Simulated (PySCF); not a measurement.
## A survey of ¹⁷O NMR shifts

PySCF 2.14.0 with density-fitted response routines calculation with coordinates at the GFN2-xTB level and σ from GIAO-PBE0/pcSseg-1; isolated molecule, non-relativistic Hamiltonian, one averaged value for each set of equivalent atoms, one computed conformer.

Shieldings were converted by a linear fit to measured shifts: ¹⁷O (scatter 10.7 ppm rms, 12.2 ppm with the 3 outliers that the fit left out vs liquid water, solution or neat liquid). Occasional misses reach two or three times the rms, and more in compound classes unlike the fitted ones.

Question: Give the ¹⁷O shifts of `O=C1C[C@@H]2C[C@@H](F)[C@H]1C2`, `CC1OCOCO1`, `CC1OCOCO1`, `COC1OCCO1`, `CCOCOC=O`, `O[Si](O)(O)O`, `O[Si](O)(O)O`, `O=C1C[C@@H]2C[C@H](F)[C@H]1C2`, `O=C1C[C@@H]2C[C@H](F)[C@H]1C2`.

Answer: 
```json
{"compound": "O=C1C[C@@H]2C[C@@H](F)[C@H]1C2", "environment": "ketone oxygen", "δ (ppm)": "570.7"}
{"compound": "[CH3:1][CH:2]1[O:3][CH2:4][O:5][CH2:6][O:7]1", "environment": "O3/7: ether oxygen (×2)", "δ (ppm)": "71.3"}
{"compound": "[CH3:1][CH:2]1[O:3][CH2:4][O:5][CH2:6][O:7]1", "environment": "O5: ether oxygen", "δ (ppm)": "52.2"}
{"compound": "[CH3:1][CH:2]1[O:3][CH2:4][O:5][CH2:6][O:7]1", "environment": "O3/7: ether oxygen (×2)", "δ (ppm)": "71.3"}
{"compound": "[CH3:1][CH:2]1[O:3][CH2:4][O:5][CH2:6][O:7]1", "environment": "O5: ether oxygen", "δ (ppm)": "52.2"}
{"compound": "[CH3:1][O:2][CH:3]1[O:4][CH2:5][CH2:6][O:7]1", "environment": "O4/7: ether oxygen (×2)", "δ (ppm)": "52.1"}
{"compound": "[CH3:1][O:2][CH:3]1[O:4][CH2:5][CH2:6][O:7]1", "environment": "O2: ether oxygen", "δ (ppm)": "34.9"}
{"compound": "[CH3:1][CH2:2][O:3][CH2:4][O:5][CH:6]=[O:7]", "environment": "O7: ester carbonyl oxygen", "δ (ppm)": "348.0"}
{"compound": "[CH3:1][CH2:2][O:3][CH2:4][O:5][CH:6]=[O:7]", "environment": "O5: ester alkoxy oxygen", "δ (ppm)": "178.1"}
{"compound": "[CH3:1][CH2:2][O:3][CH2:4][O:5][CH:6]=[O:7]", "environment": "O3: ether oxygen", "δ (ppm)": "36.2"}
{"compound": "O[Si](O)(O)O", "environment": "oxygen bonded to Si, H (×4)", "δ (ppm)": "-1.4"}
{"compound": "O[Si](O)(O)O", "environment": "oxygen bonded to Si, H (×4)", "δ (ppm)": "-1.4"}
{"compound": "O=C1C[C@@H]2C[C@H](F)[C@H]1C2", "environment": "ketone oxygen", "δ (ppm)": "569.9"}
{"compound": "O=C1C[C@@H]2C[C@H](F)[C@H]1C2", "environment": "ketone oxygen", "δ (ppm)": "569.9"}
```

Question: Match the shifts 570.6, 79.7, -18.8 ppm to `C#C[C@H](F)C(=C)COC`, `O=C1C[C@@H]2C[C@@H](F)[C@H]1C2`, `COc1cncc(C#N)n1`.

Answer: 570.6: O=C1C[C@@H]2C[C@@H](F)[C@H]1C2 (ketone oxygen); 79.7: COc1cncc(C#N)n1 (ether oxygen); -18.8: C#C[C@H](F)C(=C)COC (ether oxygen).
